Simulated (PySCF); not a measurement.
Molecule: chloroboronic acid, sum formula H$_{2}$BO$_{2}$Cl, net charge 0, singlet state. SMILES: B(O)(O)Cl
Structure (B3LYP-D3(BJ)/def2-TZVP (Ansatz) minimum search):
```xyz
6

B      0.0685    -0.4158    -0.0765
Cl    -0.2146     1.3021     0.2396
O      1.3650    -0.8133    -0.1844
O     -1.0319    -1.2077    -0.1874
H      1.5072    -1.7491    -0.3562
H     -0.8663    -2.1397    -0.3592
```

Dispersion corrections to the total energy (kcal/mol) from the dftd3 and dftd4 libraries through PySCF: D3(BJ) without and D4 with the three-body term, each with the damping fitted for the functional named.

```
functional  D3(BJ)     D4
----------  ------  -----
HF          -18.42      …
PBE          -2.15  -2.28
BHLYP        -3.01  -2.69
LC-wPBE          …  -2.54
TPSSh        -2.48  -2.80
B3LYP        -3.82  -3.72
revPBE       -5.54      …
```

**Question.** Some entries are withheld; supply them.

**Answer.** 
- HF, D4: -8.82
- LC-wPBE, D3(BJ): -2.01
- revPBE, D4: -7.68
